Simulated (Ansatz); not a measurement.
Geometry optimisation, RKS r2SCANh-D4/def2-SVP (Ansatz 0.2.0).

input.yaml

```yaml
crystal:
  periodic: [false, false, false]
  atoms:
    - { symbol: Si, position_ang: [-0.289377, -1.065472, 0.473794] }
    - { symbol: Si, position_ang: [-0.504676, 0.976015, 1.415022] }
    - { symbol: H, position_ang: [-1.298864, -1.993959, 1.080996] }
    - { symbol: H, position_ang: [1.052759, -1.649187, 0.760772] }
    - { symbol: C, position_ang: [-0.615503, -1.004567, -1.386676] }
    - { symbol: H, position_ang: [1.304884, 1.670374, -0.500759] }
    - { symbol: O, position_ang: [1.906657, 0.945504, -0.280719] }
    - { symbol: H, position_ang: [0.596952, 1.30463, 2.36535] }
    - { symbol: H, position_ang: [-1.798439, 1.109638, 2.156137] }
    - { symbol: H, position_ang: [-0.536894, 2.041321, 0.357627] }
    - { symbol: H, position_ang: [-1.659285, -0.724711, -1.590555] }
    - { symbol: H, position_ang: [-0.42823, -1.982932, -1.852296] }
    - { symbol: H, position_ang: [0.039073, -0.263017, -1.864492] }
    - { symbol: H, position_ang: [2.231042, 0.636363, -1.134102] }
basis:
  gaussian: { orbitals: def2-SVP }
hamiltonian:
  xc: r2scanh
  dispersion: d4
relax:
  f_tol: 0.03
  max_steps: 50
```

Run as:

```bash
$ ansatz run input.yaml --threads 4 --pin off --max-ram 5120MiB --backend cpu --events-out ev --progress --plain --runs-dir out
```

**Question.** Where does it end, and by what steps?

**Answer.** The forces met the threshold. The force dipped under the threshold on the way, but the program's further checks kept it going. After 17 steps the energy has fallen by 0.109 eV; H6 moved furthest, 0.80 Å.

```
step  energy less start (eV)  largest force component (eV/Å)  accepted
   0                  0.0000                           1.090       yes
   1                 -0.0705                           0.457       yes
   2                 -0.0579                           1.345        no
   3                 -0.0848                           0.225       yes
   4                 -0.0927                           0.112       yes
   5                 -0.0979                           0.091       yes
   6                 -0.1046                           0.034       yes
   7                 -0.1051                           0.041       yes
   8                 -0.0712                           1.378        no
   9                 -0.1072                           0.019       yes
  10                 -0.1056                           0.380        no
  11                 -0.1079                           0.071       yes
  12                 -0.1082                           0.143       yes
  13                 -0.1087                           0.037       yes
  14                 -0.1089                           0.008       yes
  15                 -0.1091                           0.041       yes
  16                 -0.1092                           0.046       yes
  17                 -0.1092                           0.026       yes
```

```xyz
14
Properties=species:S:1:pos:R:3
Si -0.283 -1.066 0.438
Si -0.589 1.010 1.494
H -1.176 -2.091 1.066
H 1.119 -1.549 0.641
C -0.670 -0.974 -1.407
H 1.678 1.559 -1.196
O 1.806 1.125 -0.346
H 0.548 1.357 2.393
H -1.831 0.979 2.331
H -0.776 2.090 0.480
H -1.709 -0.656 -1.575
H -0.528 -1.949 -1.894
H -0.007 -0.242 -1.889
H 2.418 0.406 -0.537
```

Whether the end is a true minimum wasn't checked by a vibrational analysis.

Time of the run: 72 s on 4 threads of Arm Neoverse N1 (shared host), peak memory 0.28 GiB.
